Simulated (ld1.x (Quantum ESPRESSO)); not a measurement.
Cutoff test, niobium, PAW

ld1.x (Quantum ESPRESSO) 7.5 input, shortened:

```
&input
   title='Nb', zed=41., rel=1, dft='WC', iswitch=3,
   config='[Kr] 4d4 5s0 5p1'
 /
 &inputp
   pseudotype=3, lpaw=.true., tm=.true., lloc=-1, rcloc=2.70,
   nlcc=.true., new_core_ps=.true., rcore=2.00,
   which_augfun='PSQ', rmatch_augfun_nc=.true.
 /
6
5S  1  0   0.00   0.00  2.40  2.90  0.0
5S  1  0   0.00   2.50  2.40  2.90  0.0
4P  2  1   6.00   0.00  1.75  1.90  0.0
5P  3  1   1.00   0.00  1.75  1.90  0.0
4D  3  2   4.00   0.00  1.55  1.90  0.0
4D  3  2   0.00   2.15  1.55  1.90  0.0
 &test
   configts(1)='4p6 4d4 5s0 5p1'
 /
```

The pseudo-atom Hamiltonian at the reference potential is diagonalised in spherical Bessel functions j_l(qr) that vanish at 20 bohr, with q² up to the cutoff. All-electron valence levels (Ry): 5s -0.3539, 4p -2.6283, 5p -0.1271, 4d -0.3070.

Q: How do the lowest levels (Ry) of each channel move with the cutoff, and are there ghosts?

A:

```json
{"cutoff (Ry)": "8", "s #1": "-0.3540", "p #1": "-2.3586", "p #2": "-0.0976", "p #3": "0.0314", "d #1": "-0.1027", "d #2": "0.0379", "f #1": "0.0810", "f #2": "0.1991", "Σ f·Δε (mRy)": "2466.0"}
{"cutoff (Ry)": "12", "s #1": "-0.3540", "p #1": "-2.5614", "p #2": "-0.1104", "p #3": "0.0274", "d #1": "-0.2079", "d #2": "0.0310", "f #1": "0.0810", "f #2": "0.1991", "Σ f·Δε (mRy)": "815.0"}
{"cutoff (Ry)": "21", "s #1": "-0.3540", "p #1": "-2.6264", "p #2": "-0.1213", "p #3": "0.0243", "d #1": "-0.2986", "d #2": "0.0277", "f #1": "0.0810", "f #2": "0.1991", "Σ f·Δε (mRy)": "51.3"}
{"cutoff (Ry)": "30", "s #1": "-0.3540", "p #1": "-2.6279", "p #2": "-0.1266", "p #3": "0.0229", "d #1": "-0.3067", "d #2": "0.0275", "f #1": "0.0810", "f #2": "0.1991", "Σ f·Δε (mRy)": "5.0"}
{"cutoff (Ry)": "45", "s #1": "-0.3540", "p #1": "-2.6283", "p #2": "-0.1271", "p #3": "0.0227", "d #1": "-0.3070", "d #2": "0.0274", "f #1": "0.0810", "f #2": "0.1991", "Σ f·Δε (mRy)": "0.8"}
{"cutoff (Ry)": "55", "s #1": "-0.3540", "p #1": "-2.6283", "p #2": "-0.1271", "p #3": "0.0227", "d #1": "-0.3071", "d #2": "0.0274", "f #1": "0.0810", "f #2": "0.1991", "Σ f·Δε (mRy)": "0.4"}
{"cutoff (Ry)": "400", "s #1": "-0.3540", "p #1": "-2.6283", "p #2": "-0.1271", "p #3": "0.0227", "d #1": "-0.3071", "d #2": "0.0274", "f #1": "0.0810", "f #2": "0.1991", "Σ f·Δε (mRy)": "0.0"}
```

Result: no extra level below or beside the all-electron valence levels (s, p, d, f tested); 10 mRy is reached at 30 Ry and 1 mRy at 45 Ry.

Test run stopped at test 1 of 7 (negative rho).
